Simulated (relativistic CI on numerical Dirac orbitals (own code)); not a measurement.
Forbidden lines of Ta²⁵⁺

Computed by Dirac-Coulomb-Breit CI, orbitals from a KLI potential per configuration, a model potential for QED, unscaled Slater integrals (own radial code, finite nucleus).

Configurations in the expansion (outside the closed core [Ar] 3d10): 4s2 4p6 4d10 4f2, 4s2 4p6 4d10 4f 5s, 4s2 4p6 4d9 4f3, 4s2 4p6 4d10 5s2, 4s2 4p6 4d10 4f 5p, 4s2 4p6 4d10 5s 5p, 4s2 4p5 4d10 4f3, 4s2 4p6 4d10 4f 5d, 4s2 4p6 4d10 5p 5d, 4s2 4p6 4d9 4f2 5s, 4s2 4p6 4d10 4f 5f, 4s 4p6 4d10 4f3, 4s2 4p6 4d10 4f 6s, 4s2 4p6 4d9 4f2 5p, 4s2 4p6 4d10 4f 5g, 4s2 4p6 4d10 4f 6p, 4s2 4p6 4d10 4f 6d, 4s2 4p6 4d10 4f 7s, 4s2 4p6 4d10 4f 6g, 4s 4p6 4d10 4f 5s2, 4s 4p6 4d10 4f 5p2, 4s2 4p6 4d10 5p2, 4s2 4p6 4d9 5s 5p2, 4s2 4p6 4d10 5s 5d, 4s2 4p6 4d9 5s2 5d, 4s2 4p6 4d10 5d2, 4s2 4p6 4d9 5s 5d2. Double excitations out of closed p, d and f shells are left out; levels of such configurations are missing from the list, as are those of other unlisted configurations, and high levels can miss mixing partners.

```
λ vac (nm)                        Lower                         Upper  Type   A (s⁻¹)  log gf
    6.1843    4s2 4p6 4d10 4f2 3H_6 [6]   4s2 4p6 4d9 4f3 3K°_8 [165]    M2  1.59e+04   -6.81
    6.2053    4s2 4p6 4d10 4f2 3H_5 [3]   4s2 4p6 4d9 4f3 1L°_8 [128]    E3  6.29e+01   -9.21
    6.2117    4s2 4p6 4d10 4f2 3H_6 [6]   4s2 4p6 4d9 4f3 3K°_8 [154]    M2  5.10e+02   -8.30
    6.2186    4s2 4p6 4d10 4f2 3H_6 [6]   4s2 4p6 4d9 4f3 3L°_9 [152]    E3  8.71e+01   -9.02
    6.2668    4s2 4p6 4d10 4f2 3H_6 [6]   4s2 4p6 4d9 4f3 5I°_8 [134]    M2  3.09e+02   -8.51
    6.2820    4s2 4p6 4d10 4f2 3H_6 [6]   4s2 4p6 4d9 4f3 1L°_8 [128]    M2  1.21e+03   -7.91
    6.3517    4s2 4p6 4d10 4f2 3H_6 [6]   4s2 4p6 4d9 4f3 3K°_8 [104]    M2  4.81e+03   -7.31
    6.3521   4s2 4p6 4d10 4f2 1I_6 [11]   4s2 4p6 4d9 4f3 3K°_8 [165]    M2  4.91e+03   -7.30
    6.3810   4s2 4p6 4d10 4f2 1I_6 [11]   4s2 4p6 4d9 4f3 3K°_8 [154]    M2  7.57e+03   -7.11
    6.4458    4s2 4p6 4d10 4f2 3H_6 [6]    4s2 4p6 4d9 4f3 5I°_8 [76]    M2  3.39e+03   -7.45
    6.4552   4s2 4p6 4d10 4f2 1I_6 [11]   4s2 4p6 4d9 4f3 1L°_8 [128]    M2  4.87e+02   -8.29
    6.5195    4s2 4p6 4d10 4f2 3H_6 [6]    4s2 4p6 4d9 4f3 5I°_8 [62]    M2  2.32e+03   -7.60
    6.5549   4s2 4p6 4d10 4f2 1I_6 [11]    4s2 4p6 4d9 4f3 3K°_8 [96]    M2  1.24e+03   -7.87
    6.6086    4s2 4p6 4d10 4f2 3H_6 [6]    4s2 4p6 4d9 4f3 5L°_8 [46]    M2  4.04e+01   -9.35
    6.6283   4s2 4p6 4d10 4f2 1I_6 [11]    4s2 4p6 4d9 4f3 5I°_8 [76]    M2  8.42e+01   -9.03
    106.75   4s2 4p6 4d10 4f2 3P_1 [10]    4s2 4p6 4d10 4f2 1S_0 [13]    M1  2.78e+03   -6.32
    124.09  4s2 4p6 4d9 4f3 5L°_10 [57]   4s2 4p6 4d9 4f3 3L°_9 [152]    M1  3.49e+02   -5.81
    142.86  4s2 4p6 4d9 4f3 3M°_10 [86]   4s2 4p6 4d9 4f3 3N°_9 [177]    M1  5.58e+02   -5.49
    154.05    4s2 4p6 4d10 4f2 3F_3 [5]    4s2 4p6 4d10 4f2 3P_2 [12]    M1  1.61e+02   -6.54
    160.30    4s2 4p6 4d10 4f2 3H_5 [3]    4s2 4p6 4d10 4f2 1I_6 [11]    M1  2.54e+02   -5.90
    163.42   4s2 4p6 4d9 4f3 5L°_8 [46]   4s2 4p6 4d9 4f3 3K°_8 [104]    M1  1.46e+02   -6.00
    172.56   4s2 4p6 4d9 4f3 5K°_9 [75]   4s2 4p6 4d9 4f3 3L°_9 [152]    M1  1.95e+02   -5.78
    186.08   4s2 4p6 4d9 4f3 5L°_9 [51]   4s2 4p6 4d9 4f3 3K°_8 [104]    M1  4.05e+02   -5.45
    199.00    4s2 4p6 4d10 4f2 3F_2 [2]     4s2 4p6 4d10 4f2 1D_2 [8]    M1  2.86e+02   -6.07
    203.76  4s2 4p6 4d9 4f3 3M°_10 [86]   4s2 4p6 4d9 4f3 3L°_9 [152]    M1  3.44e+02   -5.39
    219.54   4s2 4p6 4d9 4f3 3I°_7 [91]   4s2 4p6 4d9 4f3 3K°_8 [154]    M1  2.11e+02   -5.59
    225.64   4s2 4p6 4d9 4f3 5I°_8 [76]   4s2 4p6 4d9 4f3 5I°_8 [134]    M1  2.28e+02   -5.53
    227.94   4s2 4p6 4d9 4f3 5L°_8 [46]    4s2 4p6 4d9 4f3 3M°_9 [83]    M1  2.40e+02   -5.45
    234.15    4s2 4p6 4d10 4f2 3H_6 [6]    4s2 4p6 4d10 4f2 1I_6 [11]    M1  1.10e+02   -5.93
    251.97    4s2 4p6 4d10 4f2 3H_5 [3]     4s2 4p6 4d10 4f2 3F_4 [7]    M1  4.60e+01   -6.40
    260.62   4s2 4p6 4d9 4f3 5L°_9 [51]   4s2 4p6 4d9 4f3 3M°_10 [86]    M1  1.30e+02   -5.56
    274.58   4s2 4p6 4d9 4f3 5L°_9 [51]    4s2 4p6 4d9 4f3 3M°_9 [83]    M1  1.04e+02   -5.65
    281.81    4s2 4p6 4d10 4f2 3H_4 [1]     4s2 4p6 4d10 4f2 1G_4 [4]    M1  1.21e+02   -5.89
    287.44   4s2 4p6 4d9 4f3 3M°_9 [83]   4s2 4p6 4d9 4f3 1L°_8 [128]    M1  2.13e+02   -5.35
    301.79    4s2 4p6 4d10 4f2 3F_3 [5]     4s2 4p6 4d10 4f2 1D_2 [8]    M1  1.30e+02   -6.05
    314.69    4s2 4p6 4d10 4f2 1D_2 [8]    4s2 4p6 4d10 4f2 3P_2 [12]    M1  3.06e+02   -5.64
    317.39  4s2 4p6 4d9 4f3 5L°_10 [57]   4s2 4p6 4d9 4f3 3M°_10 [86]    M1  1.72e+02   -5.26
    332.86   4s2 4p6 4d9 4f3 3M°_9 [83]  4s2 4p6 4d9 4f3 3M°_10 [123]    M1  1.44e+02   -5.30
    355.96  4s2 4p6 4d9 4f3 3M°_10 [86]  4s2 4p6 4d9 4f3 3M°_10 [123]    M1  1.81e+02   -5.14
    371.59    4s2 4p6 4d10 4f2 1G_4 [4]     4s2 4p6 4d10 4f2 3F_4 [7]    M1  1.83e+02   -5.47
    376.16    4s2 4p6 4d10 4f2 3F_3 [5]     4s2 4p6 4d10 4f2 3F_4 [7]    M1  2.10e+02   -5.40
    440.33    4s2 4p6 4d10 4f2 3H_4 [1]     4s2 4p6 4d10 4f2 3H_5 [3]    M1  2.75e+02   -5.06
    470.18   4s2 4p6 4d9 4f3 5H°_7 [45]    4s2 4p6 4d9 4f3 5I°_8 [62]    M1  1.51e+02   -5.07
    508.28    4s2 4p6 4d10 4f2 3H_5 [3]     4s2 4p6 4d10 4f2 3H_6 [6]    M1  1.63e+02   -5.09
    584.24    4s2 4p6 4d10 4f2 3F_2 [2]     4s2 4p6 4d10 4f2 3F_3 [5]    M1  1.14e+02   -5.39
```

Terms are leading LS components. Brackets give the number of a level in order of energy, since labels repeat. The list gives strong lines, with weight on those to low levels, among the lowest 400 of 2028 levels, so that lines to higher ones, which can be the strongest, are missing. Levels whose partners in the same complex of configurations lie outside the list can be far off, and so can their lines. Rates are taken at the computed energies, electric ones in the length gauge.

At this charge energies of transitions that change n are usually good to better than 1 %, and those within a shell (Δn = 0) to a few per cent. Terms inside the open d or f shell come out 10 to 20 % too wide with unscaled integrals.

LS names give the leading component of a level, which can be under half, so a name can repeat, a term be missing and a line seem to break the LS rules.
